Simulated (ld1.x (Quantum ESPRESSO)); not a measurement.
## Pb: RRKJ pseudisation with PBEsol, fully relativistic reference atom.

ld1.x (Quantum ESPRESSO) 7.5 input, shortened:

```
&input
   title='Pb', zed=82., rel=2, dft='PBESOL', iswitch=3,
   config='[Xe] 4f14 5d10 6s2 6p2', rel_dist='average'
 /
 &inputp
   pseudotype=2, tm=.false., rho0=0.01, lloc=0,
   nlcc=.true., rcore=1.00
 /
3
5P  2  1   6.00   0.00  1.25  1.25  0.0
5D  3  2  10.00   0.00  1.95  1.95  0.0
5S  1  0   2.00   0.00  1.35  1.35  0.0
 &test
   configts(1)='5s2 5p6 5d10 6s2 6p2'
 /
```

Open shells are filled in proportion to 2j + 1 (rel_dist='average').

Occupied shells without a wave of their own: 6p, 6s. They enter only through the test configuration that unscreens the potential, and ld1.x also counts them in the model core charge.

What the tests gave:

| Item | Value |
| --- | --- |
| Largest excitation error | -9331 meV (all-electron minus pseudo) for 5s2 5p6 5d10 6s1 6p0, out of 7 test configurations |

A Bessel basis up to 400 Ry misses an occupied level by 0.04 Ry, so cutoffs and ghosts were not judged. The potential misses its own reference levels by up to 4.5 eV, so it is not fit for use. ld1.x takes every shell without a wave as core, so the model core holds the 6p, 6s electrons as well and exchange and correlation see them twice. This cancels in the reference configuration, but the file is broken for other ones, and its errors say nothing about a proper core correction.

Generation and tests took about 2.8 s on one core of a shared server CPU.
